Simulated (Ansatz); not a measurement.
Cost and result for the atomization energy of `CB[SiH2]C` (13 atoms, 12 bonds).

```xyz
13

C    -1.9309   -0.4715    0.1798
B    -0.8923   -0.4058   -0.9721
Si    1.0425    0.1234   -0.7465
C     1.5545    0.5214    1.0174
H    -2.7206   -1.2135    0.0373
H    -1.5289   -0.5394    1.1922
H    -2.4412    0.5066    0.1139
H    -1.2752   -0.6310   -2.0894
H     1.3304    1.2989   -1.6249
H     1.8857   -0.9988   -1.2651
H     1.3886   -0.3375    1.6725
H     2.6122    0.7873    1.0730
H     0.9751    1.3599    1.4117
```

The species carries charge 0 and has multiplicity 1. The geometry is a stationary point of PBE0-D4/def2-TZVP. It is one conformer, not always the lowest. Program: Ansatz. All runs use 4 threads of an Arm Neoverse V2 on a shared host. Times are those of one run each, without the atoms' runs, and a repeat can differ threefold. Electronic energies, without spin–orbit coupling; frozen cores. CCSD(T)/CBS adds CCSD(T) − MP2 in def2-TZVPP to the MP2 limit, and its time is that of the two runs behind it. T1 = 0.011. B3LYP takes the VWN-RPA correlation (the form of Gaussian; ORCA's B3LYP/G).

CCSD(T)/CBS is a level of theory with its own doubt, some kJ/mol a heavy atom from the limit and from the frozen cores, so smaller differences don't rank the functionals.

```
                             level  functions  wall time  atomization (kcal/mol)  difference from CCSD(T)/CBS  per bond
   PBE-D4/def2-TZVPP (with forces)        261      1.9 s                  1106.9                          9.6       0.8
                PBE0-D4/def2-TZVPP        261        2 s                  1101.2                          3.9       0.3
 B3LYP-D4/def2-TZVPP (with forces)        261      3.4 s                  1102.8                          5.5       0.5
r2SCAN-D4/def2-TZVPP (with forces)        261      3.4 s                  1103.7                          6.4       0.5
                 B2PLYP/def2-TZVPP        261      3.8 s                  1089.4                         -7.9      -0.7
                ωB97X-V/def2-TZVPP        261        6 s                  1103.5                          6.2       0.5
  ωB97M-V/def2-TZVPP (with forces)        261      8.5 s                  1102.6                          5.3       0.4
                    MP2/def2-QZVPP        511       17 s                  1089.8                         -7.5      -0.6
                CCSD(T)/def2-TZVPP        261       78 s                  1075.1                        -22.2      -1.9
                 CCSD(T)/CBS(def2)          –       95 s                  1097.3                          0.0       0.0
```

From PBE to PBE0 (25 % exact exchange), in def2-TZVPP and without D4, the atomization energy moves by −4.9 kcal/mol: exact exchange takes away binding that semilocal exchange gives to molecules. The D4 term adds +8.4 kcal/mol with B3LYP and +4.5 kcal/mol with PBE0; it sums over pairs of atoms, weighted by their polarisabilities, and B3LYP, whose exchange is more repulsive, gets the larger term. In def2-TZVPP, CCSD(T) changes the Hartree–Fock value by +220.4 kcal/mol (the triples alone add +9.7 kcal/mol) and MP2 by +222.0 kcal/mol; breaking electron pairs costs correlation energy, which Hartree–Fock lacks.
